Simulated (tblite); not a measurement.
Species: C8H12.
SMILES with atom numbers: `[CH3:1][CH2:2][C@H:3]1[CH:4]=[CH:5][C:6]([CH3:7])=[CH:8]1` (hydrogens: H9, H10, H11 on C1; H12, H13 on C2; H14 on C3; H15 on C4; H16 on C5; H17, H18, H19 on C7; H20 on C8)

Computed geometry: GFN2-xTB, gas phase.

Entries marked ? are missing. Bonds in one row agree within 0.01 Å.

```
            coordinate    value
                 C1–C2  1.523 Å
                 C2–C3        ?
                 C3–C4        ?
                 C4=C5  1.336 Å
                 C5–C6        ?
                 C6–C7  1.490 Å
                 C6=C8  1.341 Å
                 C3–C8        ?
 C1–H9, C1–H10, C1–H11  1.088 Å
                C2–H12  1.092 Å
                C2–H13  1.092 Å
                C3–H14  1.097 Å
                C4–H15  1.075 Å
                C5–H16  1.076 Å
C7–H17, C7–H18, C7–H19  1.089 Å
                C8–H20  1.074 Å
              C1–C2–C3        ?
              C2–C3–C4   112.7°
              C2–C3–C8   114.3°
              C4–C3–C8   101.9°
              C3–C4–C5        ?
              C4–C5–C6   109.5°
              C5–C6–C7   123.2°
              C5–C6–C8        ?
              C7–C6–C8   128.3°
              C3–C8–C6   110.3°
```

Question: Estimate the withheld lengths and angles.

Answer: 
- C2–C3 = 1.535 Å, drawn single (chain CH2 carbon to allylic carbon); 0.02 Å above the sum of covalent radii, 1.52 Å.
- C3–C4 = 1.499 Å, drawn single (allylic carbon to alkene CH carbon); 0.01 Å above the sum of covalent radii, 1.49 Å.
- C5–C6 = 1.457 Å, drawn single (alkene CH carbon to fully substituted alkene carbon); equal to the sum of covalent radii, 1.46 Å.
- C3–C8 = 1.499 Å, drawn single (allylic carbon to alkene CH carbon); 0.01 Å above the sum of covalent radii, 1.49 Å.
- C1–C2–C3 = 112.4°, at the chain CH2 carbon; the outer atoms are 2.542 Å apart.
- C3–C4–C5 = 109.8°, at the alkene CH carbon, inside a 5-membered ring; the outer atoms are 2.322 Å apart.
- C5–C6–C8 = 108.5°, at the fully substituted alkene carbon, inside a 5-membered ring; the outer atoms are 2.271 Å apart.

Radii are Cordero's, carbon taken as 0.76, 0.73 or 0.69 Å for four, three, and two or fewer neighbours.

Its GFN2-xTB frequencies are all real (lowest 74 cm⁻¹). The numbers are those of one conformer (C1–C2–C3–C4 176°).
